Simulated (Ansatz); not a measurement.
Frontier orbitals of C$_{5}$H$_{15}$AsSi (`C[As]([SiH3])C(C)(C)C`).

Total charge 0; spin multiplicity 1. Correlated methods include outer-core shells of As, which these sets cover unevenly. Scalar relativity is left out up to krypton. All single points use the PBE0-D4/def2-TZVP geometry. Basis def2-TZVPP, Ansatz 0.2.0.

```tsv
functional	HOMO (eV)	LUMO (eV)	gap (eV)
PBE	-5.48	-0.54	4.94
r2SCAN	-5.68	-0.24	5.44
PBE0	-6.48	0.26	6.74
HSE06 (plane-wave form)	-6.10	-0.11	5.99
BHLYP	-7.39	1.07	8.46
CAM-B3LYP	-7.72	1.20	8.92
ωB97M-V	-8.58	1.87	10.45
```

From PBE to PBE0 the HOMO moves by −1.01 eV and the LUMO by +0.80 eV, and with ωB97M-V by −3.10 and +2.41 eV, so the gap grows from 4.93 to 10.45 eV with exact exchange. A positive LUMO is unbound and depends on the basis.
